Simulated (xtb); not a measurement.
Input file for xtb: GFN2-xTB on C6H4 (SMILES [c]1cc[c]cc1), 2S+1 = 3, a spin state set in the input, which need not be the lowest.

```
$ xtb mol.xyz --gfn 2 --sp --chrg 0 --uhf 2
10

C     -0.05218625     1.31294762    -0.04253844
C      1.19992370     0.74936877    -0.03653916
C      1.25565077    -0.65266204     0.00888550
C      0.05218625    -1.31294762     0.04253844
C     -1.19992370    -0.74936877     0.03653916
C     -1.25565077     0.65266204    -0.00888550
H      2.10456520     1.34466816    -0.06508157
H      2.20471377    -1.17495786     0.01655227
H     -2.10456520    -1.34466816     0.06508157
H     -2.20471377     1.17495786    -0.01655227
```

It printed:

```
[...]
           -------------------------------------------------
          |                Calculation Setup                |
           -------------------------------------------------



           -------------------------------------------------
          |                 G F N 2 - x T B                 |
           -------------------------------------------------

        Reference                      10.1021/acs.jctc.8b01176
      * Hamiltonian:
        H0-scaling (s, p, d)           1.850000    2.230000    2.230000
        zeta-weighting                 0.500000
      * Dispersion:
        s8                             2.700000
        a1                             0.520000
        a2                             5.000000
        s9                             5.000000
      * Repulsion:
        kExp                           1.500000    1.000000
        rExp                           1.000000
      * Coulomb:
        alpha                          2.000000
        third order                    shell-resolved
        anisotropic                    true
        a3                             3.000000
        a5                             4.000000
        cn-shift                       1.200000
        cn-exp                         4.000000
        max-rad                        5.000000


          ...................................................
          :                      SETUP                      :
          :.................................................:
          :  # basis functions                  28          :
          :  # atomic orbitals                  28          :
          :  # shells                           16          :
          :  # electrons                        28          :
          :  max. iterations                   250          :
          :  Hamiltonian                  GFN2-xTB          :
          :  restarted?                      false          :
          :  GBSA solvation                  false          :
          :  PC potential                    false          :
          :  electronic temp.          300.0000000     K    :
          :  accuracy                    1.0000000          :
          :  -> integral cutoff          0.2500000E+02      :
          :  -> integral neglect         0.1000000E-07      :
          :  -> SCF convergence          0.1000000E-05 Eh   :
          :  -> wf. convergence          0.1000000E-03 e    :
          :  Broyden damping             0.4000000          :
          :  net charge                          0          :
          :  unpaired electrons                  2          :
          ...................................................

 iter      E             dE          RMSdq      gap      omega  full diag
   1    -14.9303764 -0.149304E+02  0.587E+00    1.95       0.0  T
   2    -14.9364165 -0.604008E-02  0.348E+00    1.96       1.0  T
   3    -14.9368230 -0.406480E-03  0.348E-01    2.01       1.0  T
   4    -14.9370351 -0.212133E-03  0.134E-01    1.93       1.0  T
   5    -14.9371800 -0.144884E-03  0.473E-02    1.97       1.0  T
   6    -14.9371778  0.222695E-05  0.174E-02    1.98       1.8  T
   7    -14.9371811 -0.330482E-05  0.141E-03    1.97      22.4  T
   8    -14.9371811 -0.114555E-08  0.223E-04    1.97     141.9  T
   9    -14.9371811 -0.560869E-09  0.346E-05    1.97     915.2  T

   *** convergence criteria satisfied after 9 iterations ***

         #    Occupation            Energy/Eh            Energy/eV
      -------------------------------------------------------------
         1        2.0000           -0.6481279             -17.6365
       ...           ...                  ...                  ...
         9        2.0000           -0.4862601             -13.2318
        10        2.0000           -0.4799583             -13.0603
        11        2.0000           -0.4349628             -11.8359
        12        2.0000           -0.4102243             -11.1628
        13        2.0000           -0.4042593             -11.0005
        14        1.0000           -0.3543710              -9.6429
        15        1.0000           -0.3092065              -8.4139 (HOMO)
        16                         -0.2366499              -6.4396 (LUMO)
        17                         -0.2155978              -5.8667
        18                         -0.0948393              -2.5807
        19                          0.1233936               3.3577
        20                          0.1371730               3.7327
       ...                                ...                  ...
        28                          0.6432305              17.5032
      -------------------------------------------------------------
                  HL-Gap            0.0725566 Eh            1.9744 eV
             Fermi-level           -0.3261212 Eh           -8.8742 eV

 transition dipole moment (au) for excitation:          14          15
     X       Y       Z
  -0.0949   2.3874  -0.0774  total (au/Debye):    2.391   6.076
 dE (eV)             :    1.229
 oscillator strength :  0.24334E+00

 SCC (total)                   0 d,  0 h,  0 min,  0.006 sec
 SCC setup                      ...        0 min,  0.000 sec (  1.918%)
 Dispersion                     ...        0 min,  0.000 sec (  1.096%)
 classical contributions        ...        0 min,  0.000 sec (  0.486%)
 integral evaluation            ...        0 min,  0.001 sec ( 11.548%)
 iterations                     ...        0 min,  0.003 sec ( 45.416%)
 molecular gradient             ...        0 min,  0.001 sec ( 22.626%)
 printout                       ...        0 min,  0.001 sec ( 16.750%)

         :::::::::::::::::::::::::::::::::::::::::::::::::::::
         ::                     SUMMARY                     ::
         :::::::::::::::::::::::::::::::::::::::::::::::::::::
         :: total energy             -14.655251789174 Eh    ::
         :: gradient norm              0.012019963892 Eh/a0 ::
         :: HOMO-LUMO gap              1.974366603815 eV    ::
         ::.................................................::
         :: SCC energy               -14.937178598501 Eh    ::
         :: -> isotropic ES            0.000410751458 Eh    ::
         :: -> anisotropic ES          0.000620956763 Eh    ::
         :: -> anisotropic XC          0.011647236530 Eh    ::
         :: -> dispersion             -0.006735581484 Eh    ::
         :: repulsion energy           0.281926809327 Eh    ::
         :: add. restraining           0.000000000000 Eh    ::
         :: total charge              -0.000000000000 e     ::
         :::::::::::::::::::::::::::::::::::::::::::::::::::::

           -------------------------------------------------
          |                Property Printout                |
           -------------------------------------------------

    * Orbital Energies and Occupations

         #    Occupation            Energy/Eh            Energy/eV
      -------------------------------------------------------------
         1        2.0000           -0.6481279             -17.6365
       ...           ...                  ...                  ...
         3        2.0000           -0.6089603             -16.5707
         4        2.0000           -0.5747466             -15.6397
         5        2.0000           -0.5643992             -15.3581
         6        2.0000           -0.5150420             -14.0150
         7        2.0000           -0.4981885             -13.5564
         8        2.0000           -0.4948346             -13.4651
         9        2.0000           -0.4862601             -13.2318
        10        2.0000           -0.4799583             -13.0603
        11        2.0000           -0.4349628             -11.8359
        12        2.0000           -0.4102243             -11.1628
        13        2.0000           -0.4042593             -11.0005
        14        1.0000           -0.3543710              -9.6429
        15        1.0000           -0.3092065              -8.4139 (HOMO)
        16                         -0.2366499              -6.4396 (LUMO)
        17                         -0.2155978              -5.8667
        18                         -0.0948393              -2.5807
        19                          0.1233936               3.3577
        20                          0.1371730               3.7327
        21                          0.1731821               4.7125
        22                          0.1881484               5.1198
        23                          0.3336943               9.0803
        24                          0.3698113              10.0631
        25                          0.4028329              10.9616
        26                          0.4984888              13.5646
       ...                                ...                  ...
        28                          0.6432305              17.5032
      -------------------------------------------------------------
                  HL-Gap            0.0725566 Eh            1.9744 eV
             Fermi-level           -0.3261212 Eh           -8.8742 eV

     #   Z          covCN         q      C6AA      α(0)
     1   6 C        2.015    -0.058    32.592     9.220
     2   6 C        2.920    -0.017    28.445     8.746
     3   6 C        2.920    -0.017    28.445     8.746
     4   6 C        2.015    -0.058    32.592     9.220
     5   6 C        2.920    -0.017    28.445     8.746
     6   6 C        2.920    -0.017    28.445     8.746
     7   1 H        0.925     0.047     2.364     2.404
     8   1 H        0.925     0.047     2.364     2.404
     9   1 H        0.925     0.047     2.364     2.404
    10   1 H        0.925     0.047     2.364     2.404

 Mol. C6AA /au·bohr⁶  :       1512.771626
 Mol. C8AA /au·bohr⁸  :      39001.628612
 Mol. α(0) /au        :         63.041055


Wiberg/Mayer (AO) data.
largest (>0.10) Wiberg bond orders for each atom

 ---------------------------------------------------------------------------
     #   Z sym  total        # sym  WBO       # sym  WBO       # sym  WBO
 ---------------------------------------------------------------------------
     1   6 C    3.214 --     6 C    1.479     2 C    1.479     4 C    0.121
     2   6 C    3.984 --     1 C    1.479     3 C    1.361     7 H    0.956
                             5 C    0.124
     3   6 C    3.984 --     4 C    1.479     2 C    1.361     8 H    0.956
                             6 C    0.124
     4   6 C    3.214 --     3 C    1.479     5 C    1.479     1 C    0.121
     5   6 C    3.984 --     4 C    1.479     6 C    1.361     9 H    0.956
                             2 C    0.124
     6   6 C    3.984 --     1 C    1.479     5 C    1.361    10 H    0.956
                             3 C    0.124
     7   1 H    0.997 --     2 C    0.956
     8   1 H    0.997 --     3 C    0.956
     9   1 H    0.997 --     5 C    0.956
    10   1 H    0.997 --     6 C    0.956
 ---------------------------------------------------------------------------

Topologies differ in total number of bonds
Writing topology from bond orders to xtbtopo.mol

molecular dipole:
                 x           y           z       tot (Debye)
 q only:       -0.000       0.000      -0.000
   full:       -0.000       0.000      -0.000       0.000
molecular quadrupole (traceless):
                xx          xy          yy          xz          yz          zz
 q only:        2.600       0.147      -1.135      -0.045      -0.012      -1.465
  q+dip:        6.715       0.343      -1.995      -0.125      -0.093      -4.720
   full:        4.453       0.266      -2.277      -0.075       0.001      -2.176


           -------------------------------------------------
          | TOTAL ENERGY              -14.655251789174 Eh   |
          | GRADIENT NORM               0.012019963892 Eh/α |
          | HOMO-LUMO GAP               1.974366603815 eV   |
Note: The following floating-point exceptions are signalling: IEEE_UNDERFLOW_FLAG IEEE_DENORMAL
normal termination of xtb
           -------------------------------------------------

------------------------------------------------------------------------
------------------------------------------------------------------------
 total:
 SCF:
```

The run finished.

Cost: very roughly 0.04 core-seconds.
